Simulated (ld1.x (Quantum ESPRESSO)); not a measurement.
What the settings do to the TM potential of boron

Base potential:

- Element: boron
- Generator: ld1.x (Quantum ESPRESSO) 7.5
- Type: norm-conserving Troullier–Martins (Kleinman–Bylander form)
- Functional: PBEsol
- Relativity: scalar-relativistic
- Frozen core: [He]
- Valence charge: 3
- Reference configuration: 2s1.5 2p1.5
- Partial waves: 2p (bound): rc 2.65 bohr; 3d channel at 0.05 Ry: rc 2.55 bohr; 2s (bound): rc 1.55 bohr
- Local potential: the s channel
- Core correction: Bessel-smoothed model core, default radius (core density twice the valence density)

Cutoffs, loose and tight: the cutoffs (Ry, on a coarse ladder) from which the occupation-weighted sum of valence levels, in a spherical-Bessel basis at the reference potential, stays within 10 and 1 mRy of its value at 400 Ry. They do not see the model core or the augmentation charge, which bear on the density cutoff. Test errors are all-electron minus pseudo excitation energies from the reference, over the configurations 2s2 2p1; 2s2 2p0; 2s1 2p0; 2s2 2p1.3; 2s0 2p3; 2s1 2p2; 2s2 2p0.5. A dash means not determined; rows that change the core or the reference have their own tests.

The default core radius of the base comes out at 0.68 bohr.

```csv
change,outcome,"cutoff, loose","cutoff, tight",bound ghosts,largest test error (meV)
base,generated,18 Ry,45 Ry,none,+223
"all radii but the core radius scaled by about 0.85 (s 1.32, p 2.26, d 2.18 bohr)",generated,21 Ry,50 Ry,none,+131
wave 3d channel at 0.05 Ry: rc 2.55 bohr becomes 3d channel at -0.1 Ry: rc 2.55 bohr,generated,18 Ry,45 Ry,none,+223
core correction Bessel-smoothed model core inside 0.58 bohr,generated,18 Ry,45 Ry,none,+222
local potential all-electron potential smoothed inside 1.55 bohr (lloc = -1),generated,18 Ry,45 Ry,none,+225
wave 2p (bound): rc 2.65 bohr becomes 2p (bound): rc 2.36 bohr,generated,18 Ry,45 Ry,none,+160
wave 3d channel at 0.05 Ry: rc 2.55 bohr becomes 3d channel at 0.05 Ry: rc 2.24 bohr,generated,18 Ry,45 Ry,none,+223
```

**Question.** What comes out with this change to the base: wave 2s (bound): rc 1.55 bohr becomes 2s (bound): rc 2.40 bohr?

**Answer.** outcome: generated; cutoff, loose: 15 Ry; cutoff, tight: 18 Ry; bound ghosts: none; largest test error (meV): +276.

**Question.** What comes out with this change to the base: reference 2s2 2p1?

**Answer.** outcome: generated; cutoff, loose: 18 Ry; cutoff, tight: 50 Ry; bound ghosts: none; largest test error (meV): +160.
